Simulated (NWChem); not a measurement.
Molecule: C2H5FSi2; SMILES FC1[SiH2][SiH2]C=1

```xyz
10

F      0.3705    -2.3129     0.0000
C      0.2614    -0.9885     0.0000
C      1.3165    -0.1441     0.0000
Si     0.4974     1.5473     0.0000
Si    -1.3176     0.0714     0.0000
H      2.3595    -0.4822     0.0000
H      0.7500     2.3808     1.2145
H      0.7500     2.3808    -1.2145
H     -2.1711    -0.0864     1.2161
H     -2.1711    -0.0864    -1.2161
```
Atoms are numbered in this order, from 1.

Results from NWChem. Coordinates come from a PBE0/def2-SVP optimisation. Level: PBE0/def2-SVP with SMD (1 M gas to 1 M solution), gas-phase geometry. Reactions with the solvent are ignored.

Q: What does the run give for solvent toluene? Quantities: solvation free energy (kcal/mol); cavity-dispersion-structure term (kcal/mol); dipole in solution (D).

A: 
| Quantity | Result |
|---|---|
| solvation free energy (kcal/mol) | -0.6 |
| cavity-dispersion-structure term (kcal/mol) | 0.1 |
| dipole in solution (D) | 1.12 |
